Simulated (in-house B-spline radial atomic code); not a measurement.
Ag⁺. Computed with a B-spline radial atomic code. Model: non-relativistic spherical atom: semilocal Troullier-Martins pseudo-atom, one channel per l, against all electrons, high spin, G0W0 and RPA with empty states to l = 8, local potential for every l without a channel, a model core (radius 0 = none) keeps its share of the functional.

Without relativity these are model numbers for so heavy an element.

What the tables leave out is listed at the end.

The pseudopotential gives back the lowest level of each angular momentum of its own functional in the configuration it was made in; a second state of the same l is only approximately right. Exact exchange, RPA and GW see the smooth pseudo-orbitals and miss the exchange with the core, for which the functional's share stands in. The column with an uncorrelated core keeps all orbitals and exact exchange, and so separates missing core correlation from pseudisation. Only the three outermost levels and the lowest empty one were computed. RPA here is direct RPA, with no exchange kernel, and its energies carry an (l + 1/2)⁻⁴ tail. A hybrid on a potential with a model core restores only its own semilocal share of the core's exchange.

Command:
```bash
python run_psgw.py task.json out
```
Settings (lengths in bohr, energies in hartree):
```
Z                      47
electrons              46
configuration          [Kr] 4d10
generated_in           [Kr] 4d10 5s1
functional             lda,vwn
core_shells            7
radius_factor          0.8
core_correction        False
```

Time taken, with all properties: 34 s on 1 thread of Arm Neoverse N1, on a shared host.

Given: made with LDA VWN5; model core radius 0 bohr; local radius 0.91 bohr; mean-field start PBE0.

Valence shells of the generating configuration: 4p, 4d, 5s.

Channel: s 2.074, p 0.705, d 0.827 (radii in bohr).

Computed: largest level miss in the spin-unpolarised generating configuration 0.002 eV; valence RPA correlation energy pseudo -1.2178 hartree; all-electron RPA polarisability, core included 7.6285 bohr³; pseudo-atom RPA polarisability 7.7252 bohr³.

```tsv
level	occupied	mean-field all-electron (eV)	mean-field pseudo minus all (eV)	G0W0 all-electron (eV)	G0W0 uncorrelated core minus all (eV)	G0W0 pseudo minus all (eV)	exchange self-energy all-electron (eV)	exchange self-energy pseudo (eV)
4d	1	-17.742	0.057	-22.135	0.104	0.627	-35.74	-29.688
5s (empty)	0	-9.322	-0.383	-7.1523	-0.008	-0.841	-2.9531	-3.693
```

Question: What is the valence RPA correlation energy all-electron orbitals?

Answer: -0.96354 hartree.

Given: mean-field start Hartree-Fock.

Computed: valence RPA correlation energy all-electron orbitals -0.8437 hartree; valence RPA correlation energy pseudo -1.0833 hartree; pseudo-atom RPA polarisability 5.79 bohr³.

```tsv
level	occupied	mean-field all-electron (eV)	mean-field pseudo minus all (eV)	G0W0 all-electron (eV)	G0W0 uncorrelated core minus all (eV)	G0W0 pseudo minus all (eV)	exchange self-energy all-electron (eV)	exchange self-energy pseudo (eV)
4d	1	-22.458	0.324	-22.407	0.112	0.277	-35.909	-29.867
5s (empty)	0	-5.839	-1.102	-6.7461	-0.003	-0.965	-1.7833	-3.5064
```

Question: What is the all-electron RPA polarisability, core included?

Answer: 5.5807 bohr³.

Among the listed levels the largest G0W0 shift of the pseudo-atom is -0.96 eV, for 5s (empty) on the Hartree-Fock start, while leaving the core uncorrelated moves that level by 0.00 eV. So pseudisation and the lost core exchange, not the missing core correlation, make the error. Not in the tables (levels of low weight, unsolved or above zero; the highest and the empty levels are kept at any weight): on LDA, a start not tabulated, the G0W0 levels 4d (pseudo minus all +0.61 eV, weights 0.55 and 0.41), 4p (pseudo minus all +4.72 eV, weights 0.13 and 0.08), 5s (pseudo minus all -0.90 eV, weights 0.94 and 0.94); on PBE0 the G0W0 levels 4p (pseudo minus all +1.27 eV, weights 0.09 and 0.22); on Hartree-Fock the G0W0 levels 4p (pseudo minus all +3.88 eV, weights 0.36 and 0.52).
